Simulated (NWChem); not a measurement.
# Extrapolating the UMP2 correlation energy of HOSi

SMILES: [SiH]=O
```xyz
3

O      0.4801     0.9207     0.0000
Si    -0.3079    -0.4027     0.0000
H      0.4697    -1.7274     0.0000
```
Charge 0, spin multiplicity 2.

The numbers come from NWChem runs, not from measurements. All single points use one geometry, from UPBE0/def2-SVP, a minimum by its harmonic frequencies.

The correlated methods keep 6 core orbitals frozen. The structure started from a generated list of species. The unpaired electrons of the parent sit in orbitals of symmetry a' (Cs labels of the run); other states weren't searched. The stability of the SCF solutions was not checked. Open-shell Hartree-Fock references start from PBE0 orbitals; any time given for them includes that run.

Worked example. The UMP2 correlation energy is -340.85 mHa in cc-pVTZ and -366.46 mHa in cc-pVQZ. The form E(X) = E∞ + A/X³ turns the pair into an estimate of the basis-set limit.

E∞ = (4³·(-366.46) − 3³·(-340.85))/(4³ − 3³) = -385.1 mHa. The larger basis holds 95 % of that, at about 5 times the processor time of the smaller one. This is a two-point estimate.
